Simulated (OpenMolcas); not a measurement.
**What dynamic correlation does to the levels of O IV**

* Program: OpenMolcas 26.06
* Basis: ANO-RCC-VQZP [5s4p3d2f1g]
* Scalar Hamiltonian: DKH2, point nucleus
* Active space: 3 electrons in 9 orbitals (RAS2 2s 2p; RAS3 3d, at most 2 electrons)
* State averaging: 2S+1 = 4 odd, 1 root; 2S+1 = 2 odd, 11 roots; 2S+1 = 4 even, 3 roots; 2S+1 = 2 even, 9 roots
* Spin-orbit coupling: state interaction with AMFI integrals over the reference wave functions, term energies averaged over their components

Methods on the same reference wave functions:
A. RASSCF
B. SS-RASPT2, IPEA 0.25 Eh, imaginary shift 0.1 Eh (closed shells correlated: 1s)
C. MS-RASPT2, IPEA 0.25 Eh, imaginary shift 0.1 Eh (closed shells correlated: 1s)

Energies in cm-1 above 2s2 2p 2P* 1/2, the measured ground level; measured values from Moore, Selected Tables of Atomic Spectra, NSRDS-NBS 3, section 10.

```json
{"Level": "2s2 2p 2P* 1/2", "A": "0.0", "B": "0.0", "C": "0.0", "Measured": "0.0"}
{"Level": "2s2 2p 2P* 3/2", "A": "351", "B": "351", "C": "352", "Measured": "386"}
{"Level": "2s 2p2 4P 1/2", "A": "69458", "B": "70750", "C": "70750", "Measured": "71440"}
{"Level": "2s 2p2 4P 3/2", "A": "69585", "B": "70870", "C": "70880", "Measured": "71570"}
{"Level": "2s 2p2 4P 5/2", "A": "69795", "B": "71080", "C": "71090", "Measured": "71756"}
{"Level": "2s 2p2 2D 3/2", "A": "129258", "B": "127200", "C": "127210", "Measured": "126950"}
{"Level": "2s 2p2 2D 5/2", "A": "129260", "B": "127200", "C": "127210", "Measured": "126936"}
{"Level": "2s 2p2 2S 1/2", "A": "170481", "B": "165060", "C": "165070", "Measured": "164366"}
{"Level": "2s 2p2 2P 1/2", "A": "184353", "B": "181390", "C": "181400", "Measured": "180481"}
{"Level": "2s 2p2 2P 3/2", "A": "184598", "B": "181630", "C": "181640", "Measured": "180724"}
{"Level": "2p3 4S* 3/2", "A": "231694", "B": "231170", "C": "231170", "Measured": "231538"}
{"Level": "2p3 2D* 3/2", "A": "258024", "B": "255440", "C": "255450", "Measured": "255185"}
{"Level": "2p3 2D* 5/2", "A": "258028", "B": "255450", "C": "255460", "Measured": "255156"}
{"Level": "2p3 2P* 1/2", "A": "295701", "B": "290180", "C": "290190", "Measured": "289015"}
{"Level": "2p3 2P* 3/2", "A": "295717", "B": "290200", "C": "290210", "Measured": "289024"}
```

Deviations, from unrounded energies. A percentage is the sum of absolute deviations over the sum of measured energies, with the sign that they share, or ± where signs differ.

| Against measurement | Levels | A | B | C |
| --- | --- | --- | --- | --- |
| mean absolute deviation (cm-1) | 14 | 3100 | 600 | 600 |
| fine structure of the ground term (%) | 1 | -8.9 | -8.9 | -8.8 |
| other configurations (%) | 13 | ±1.9 | ±0.4 | ±0.4 |

B, C lie about equally close to measurement and A furthest from it. The largest miss of B in the table is 2p3 2P* 3/2, by +1200 cm-1. The ranking rests on the paired levels alone, and a cruder setting can come out closer through cancelling errors.

Between B and C the level of the table that moves most is 2p3 2P* 1/2, by 15 cm-1 (lowest in B, highest in C). Moves below CASPT2's spread within the term are not significant.

The two smallest mean deviations differ by little beside CASPT2's spread within terms, so their order carries little weight.

The lowest spin-free term lies below A's lowest term by 0.024 hartree in B, 0.024 hartree in C.

CASPT2 does not keep the components of a term degenerate, so their means are used; among the terms shown or strongly mixed into the levels shown the widest spread is 17 cm-1 (2p3 2D*, C). Active for correlation alone: 3d; no level in the range computed is led by a configuration that fills it, so any true level of that kind is missing. Measured partners are found by configuration, term and J. A level has none where our copy of the source lacks it or the pairing is in doubt (some pairs that miss far off the trend of their configuration count as doubtful), and it then counts in no deviation. Levels of configurations outside the active space are missing.

* marks odd parity.
